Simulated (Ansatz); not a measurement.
**Cost against result**

Saddle point of BAsH6SO2, singlet (BH₃SO₂ ([OH][B]([OH])[SH]) + AsH₃ → BAsH₄O₂ ([OH][B]([OH])[AsH2]) + H₂S; bonds formed: B1–As6, S2–H5; bonds broken: B1–S2, H5–As6), PBE0-D4/def2-TZVP structure:

```xyz
11
angstrom
B 0.2079 -0.4922 -0.3874
S -0.0225 1.5283 -1.1751
O -0.8344 -1.2862 -0.8063
O 1.5185 -0.8832 -0.5812
H -0.1398 0.7701 0.3116
As -0.1869 -0.3395 1.8706
H -1.3432 1.3540 -1.3294
H -0.5860 -1.7965 -1.5827
H 2.1741 -0.1856 -0.5539
H 0.6785 0.8497 2.2720
H -1.4662 0.4810 1.9617
```

Barriers are electronic and count from the start structure reached by relaxing down the imaginary mode.

Computed with Ansatz 0.2.0 (basis: as named in each row); correlated methods freeze the cores. Filled d shells of the heavier atoms are correlated. The def2 sets are not built for correlating such inner shells, so the correlated values are less sure here. B3LYP uses VWN-RPA correlation. Extrapolation: Hartree–Fock as exp(−7.88 √X), correlation as X^−2.97.

Times are rough, for one single point on 8 threads of a shared host (Arm Neoverse V1).

The estimate by CCSD(T) at an estimated basis limit (MP2 extrapolated from triple and quadruple zeta, plus CCSD(T) − MP2 in triple zeta) is 51.53 kcal/mol.

```
      method       basis  time (s)  barrier (kcal/mol)  method less estimate
          HF      STO-3G   under 1               99.44                 47.91
      PBE-D4      STO-3G   under 1               64.95                 13.42
       SPW92    def2-SVP   under 1               34.09                -17.45
      PBE-D4    def2-SVP   under 1               39.67                -11.87
    B3LYP-D4       6-31G   under 1               52.21                  0.68
     PBE0-D4    def2-SVP         1               45.61                 -5.92
       SPW92  def2-TZVPP         1               35.33                -16.20
      PBE-D4  def2-TZVPP         2               40.32                -11.21
     BLYP-D4  def2-TZVPP         2               45.47                 -6.06
    B3LYP-D4  def2-TZVPP         2               49.85                 -1.69
    BHLYP-D4  def2-TZVPP         2               56.82                  5.29
     PBE0-D4  def2-TZVPP         3               45.77                 -5.77
CAM-B3LYP-D4  def2-TZVPP         3               54.43                  2.90
   r2SCAN-D4  def2-TZVPP         4               44.56                 -6.97
     wB97M-V    def2-SVP         4               51.72                  0.19
  r2SCAN0-D4  def2-TZVPP         4               48.29                 -3.24
  RPA on PBE  def2-TZVPP         4               52.00                  0.47
    PBE-QIDH  def2-TZVPP         5               50.31                 -1.22
      B2PLYP  def2-TZVPP         5               52.59                  1.06
     wB97X-V  def2-TZVPP         6               54.15                  2.62
      B97M-V  def2-TZVPP         6               50.34                 -1.19
     wB97M-V  def2-TZVPP         7               52.41                  0.88
     CCSD(T)    def2-SVP         8               56.92                  5.39
         MP2  def2-QZVPP        31               48.89                 -2.64
     CCSD(T)  def2-TZVPP       220               52.69                  1.16
```

All methods are single points on the PBE0-D4 structures.

No T1 diagnostic of these runs exceeds 0.013.

Labels in which every atom is bracketed show which atoms are joined, not bond orders.
